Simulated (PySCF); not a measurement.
# Spinor energies of Tl⁺ (thallium, charge +1)

Start: [Xe] 4f14 5d10 6s2. Calculated with PySCF 2.14 in x2c-TZVPall-2c with one added diffuse shell each of s, p, d, f type (12s12p10d4f, 126 functions): generalised Hartree-Fock with the X2C-1e Hamiltonian and a Gaussian nucleus; one run each with spin-orbit coupling (SO) switched off, then screened by Boettger's factors.

```json
{"spinor shell": "1s1/2", "electrons": "2", "ε, spin-free (eV)": "-86023.6", "ε, screened SO (eV)": "-85987.7", "weight of nominal j (screened SO)": "1.000", "rms radius, screened SO (bohr)": "0.0184"}
{"spinor shell": "2s1/2", "electrons": "2", "ε, spin-free (eV)": "-15479.8", "ε, screened SO (eV)": "-15468.4", "weight of nominal j (screened SO)": "1.000", "rms radius, screened SO (bohr)": "0.0743"}
{"spinor shell": "2p1/2", "electrons": "2", "ε, spin-free (eV)": "-13331.8", "ε, screened SO (eV)": "-14824.3", "weight of nominal j (screened SO)": "1.000", "rms radius, screened SO (bohr)": "0.0628"}
{"spinor shell": "2p3/2", "electrons": "4", "ε, spin-free (eV)": "-13331.8", "ε, screened SO (eV)": "-12753.5", "weight of nominal j (screened SO)": "1.000", "rms radius, screened SO (bohr)": "0.0710"}
{"spinor shell": "3s1/2", "electrons": "2", "ε, spin-free (eV)": "-3772.2", "ε, screened SO (eV)": "-3768.5", "weight of nominal j (screened SO)": "1.000", "rms radius, screened SO (bohr)": "0.189"}
{"spinor shell": "3p1/2", "electrons": "2", "ε, spin-free (eV)": "-3144.4", "ε, screened SO (eV)": "-3478.9", "weight of nominal j (screened SO)": "1.000", "rms radius, screened SO (bohr)": "0.181"}
{"spinor shell": "3p3/2", "electrons": "4", "ε, spin-free (eV)": "-3144.4", "ε, screened SO (eV)": "-3012.0", "weight of nominal j (screened SO)": "1.000", "rms radius, screened SO (bohr)": "0.197"}
{"spinor shell": "3d3/2", "electrons": "4", "ε, spin-free (eV)": "-2482.1", "ε, screened SO (eV)": "-2539.9", "weight of nominal j (screened SO)": "1.000", "rms radius, screened SO (bohr)": "0.173"}
{"spinor shell": "3d5/2", "electrons": "6", "ε, spin-free (eV)": "-2482.1", "ε, screened SO (eV)": "-2440.7", "weight of nominal j (screened SO)": "1.000", "rms radius, screened SO (bohr)": "0.178"}
{"spinor shell": "4s1/2", "electrons": "2", "ε, spin-free (eV)": "-886.20", "ε, screened SO (eV)": "-885.09", "weight of nominal j (screened SO)": "1.000", "rms radius, screened SO (bohr)": "0.416"}
{"spinor shell": "4p1/2", "electrons": "2", "ε, spin-free (eV)": "-676.91", "ε, screened SO (eV)": "-759.25", "weight of nominal j (screened SO)": "1.000", "rms radius, screened SO (bohr)": "0.420"}
{"spinor shell": "4p3/2", "electrons": "4", "ε, spin-free (eV)": "-676.91", "ε, screened SO (eV)": "-644.15", "weight of nominal j (screened SO)": "1.000", "rms radius, screened SO (bohr)": "0.454"}
{"spinor shell": "4d3/2", "electrons": "4", "ε, spin-free (eV)": "-425.84", "ε, screened SO (eV)": "-438.65", "weight of nominal j (screened SO)": "1.000", "rms radius, screened SO (bohr)": "0.465"}
{"spinor shell": "4d5/2", "electrons": "6", "ε, spin-free (eV)": "-425.84", "ε, screened SO (eV)": "-416.56", "weight of nominal j (screened SO)": "1.000", "rms radius, screened SO (bohr)": "0.476"}
{"spinor shell": "5s1/2", "electrons": "2", "ε, spin-free (eV)": "-160.19", "ε, screened SO (eV)": "-160.06", "weight of nominal j (screened SO)": "1.000", "rms radius, screened SO (bohr)": "0.942"}
{"spinor shell": "4f5/2", "electrons": "6", "ε, spin-free (eV)": "-146.38", "ε, screened SO (eV)": "-148.53", "weight of nominal j (screened SO)": "1.000", "rms radius, screened SO (bohr)": "0.509"}
{"spinor shell": "4f7/2", "electrons": "8", "ε, spin-free (eV)": "-146.38", "ε, screened SO (eV)": "-143.97", "weight of nominal j (screened SO)": "1.000", "rms radius, screened SO (bohr)": "0.511"}
{"spinor shell": "5p1/2", "electrons": "2", "ε, spin-free (eV)": "-100.65", "ε, screened SO (eV)": "-115.69", "weight of nominal j (screened SO)": "1.000", "rms radius, screened SO (bohr)": "1.02"}
{"spinor shell": "5p3/2", "electrons": "4", "ε, spin-free (eV)": "-100.65", "ε, screened SO (eV)": "-94.784", "weight of nominal j (screened SO)": "1.000", "rms radius, screened SO (bohr)": "1.11"}
{"spinor shell": "5d3/2", "electrons": "4", "ε, spin-free (eV)": "-30.217", "ε, screened SO (eV)": "-31.725", "weight of nominal j (screened SO)": "1.000", "rms radius, screened SO (bohr)": "1.44"}
{"spinor shell": "5d5/2", "electrons": "6", "ε, spin-free (eV)": "-30.217", "ε, screened SO (eV)": "-29.223", "weight of nominal j (screened SO)": "1.000", "rms radius, screened SO (bohr)": "1.50"}
{"spinor shell": "6s1/2", "electrons": "2", "ε, spin-free (eV)": "-18.759", "ε, screened SO (eV)": "-18.783", "weight of nominal j (screened SO)": "1.000", "rms radius, screened SO (bohr)": "2.64"}
```

| quantity | spin-free | screened SO |
| --- | --- | --- |
| E (hartree) | -20230.07665 | -20264.93272 |
| M_J | 0 | 0 |
| ⟨J²⟩ | 0.000 | 0.000 |
| ⟨L²⟩ | 0.000 | 0.193 |
| ⟨S²⟩ | 0.000 | 0.193 |

Breit and QED terms are absent; they matter most for the inner s and p1/2 levels.

Densities and radii are taken from the X2C orbitals without a picture-change correction, which distorts them close to the nucleus.

Without spin-orbit coupling the j labels of p, d and f shells carry no meaning; the spin-free column gives the mean over the occupied spinors of each nl shell.
